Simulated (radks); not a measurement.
Problem. All-electron atom: neutral mercury in [Hg] (the NIST ground configuration). Calculated with a radial shooting solver on a logarithmic mesh with Libxc functionals: scalar-relativistic Kohn-Sham, PBE, spin-polarised, spherical densities, point nucleus; hard spherical wall at 2 bohr. Some entries of the table are withheld. Estimate them.

orbital,occ.,eigenvalue (eV),<r^2> (bohr^2),<1/r> (bohr^-1)
1s,2,(1),0.0003805,97.67
2s,2,-14671.02,0.005794,22.90
2p,6,-12638.48,0.004899,20.28
3s,2,-3429.881,0.03734,8.487
3p,6,-2842.848,0.03851,7.718
3d,10,-2225.548,0.03191,(2)
4s,2,-703.4001,0.1803,3.639
4p,6,-511.3148,0.2067,3.277
4d,10,-283.6078,0.2352,2.935
5s,2,-63.5871,0.9279,1.467
4f,14,-31.7919,0.2946,2.500
5p,6,-13.3046,1.136,1.280
5d,10,49.4176,1.404,1.106
6s,2,106.1547,1.754,1.147
5f,0,119.3922,1.638,(3)
6p,0,146.3377,1.717,1.190
7s,0,349.3908,1.654,1.338

Solution. 
(1) 1s eigenvalue (eV): -83114.18
(2) 3d <1/r> (bohr^-1): 7.256
(3) 5f <1/r> (bohr^-1): 1.036
